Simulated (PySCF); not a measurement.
# A survey of $^{19}$F NMR shifts

Isolated molecule, relativity neglected, one conformer, rapidly exchanging positions averaged. σ from GIAO-PBE0/pcSseg-1; geometry: GFN2-xTB; PySCF 2.14.0 with density-fitted response routines.

Shieldings were converted by a linear fit to measured shifts: $^{19}$F (scatter 6.0 ppm rms, 7.0 ppm with the 5 outliers that the fit left out vs CFCl3, solution or neat liquid, with a term for F on sp3 carbon). A few per cent of atoms miss by over 2 rms, more outside the fitted compound classes.

(1) Give the $^{19}$F shifts of `FC(F)=C(F)P1C=CC(F)C=C1`, `FC(F)=C(F)[C@@H]1CC[SiH2]1`, `O=[S@@]1CCCC=C1F`.

(2) Order these by $^{19}$F shift, lowest first.
A. C[C@H](F)CO[SH](=O)=O
B. COCSC1=C(F)C1
C. O=[S@@]1CCCC=C1F
D. C[C@H](F)CS(=O)(=O)O
E. O=C1C=C(F)[SiH2]1

Answers

(1) 
| compound | environment | δ (ppm) |
| --- | --- | --- |
| [F:1][C:2]([F:3])=[C:4]([F:5])[P:6]1[CH:7]=[CH:8][CH:9]([F:10])[CH:11]=[CH:12]1 | F3: vinylic fluorine | -89.0 |
| [F:1][C:2]([F:3])=[C:4]([F:5])[P:6]1[CH:7]=[CH:8][CH:9]([F:10])[CH:11]=[CH:12]1 | F1: vinylic fluorine | -116.4 |
| [F:1][C:2]([F:3])=[C:4]([F:5])[P:6]1[CH:7]=[CH:8][CH:9]([F:10])[CH:11]=[CH:12]1 | F10: fluorine on an sp3 carbon | -187.6 |
| [F:1][C:2]([F:3])=[C:4]([F:5])[P:6]1[CH:7]=[CH:8][CH:9]([F:10])[CH:11]=[CH:12]1 | F5: vinylic fluorine | -188.6 |
| [F:1][C:2]([F:3])=[C:4]([F:5])[C@@H:6]1[CH2:7][CH2:8][SiH2:9]1 | F3: vinylic fluorine | -109.7 |
| [F:1][C:2]([F:3])=[C:4]([F:5])[C@@H:6]1[CH2:7][CH2:8][SiH2:9]1 | F1: vinylic fluorine | -123.9 |
| [F:1][C:2]([F:3])=[C:4]([F:5])[C@@H:6]1[CH2:7][CH2:8][SiH2:9]1 | F5: vinylic fluorine | -181.8 |
| O=[S@@]1CCCC=C1F | vinylic fluorine | -99.7 |

(2) D (-186.6 ppm, fluorine on an sp3 carbon), A (-177.3 ppm, fluorine on an sp3 carbon), B (-154.3 ppm, vinylic fluorine), C (-99.8 ppm, vinylic fluorine), E (-44.0 ppm, vinylic fluorine).
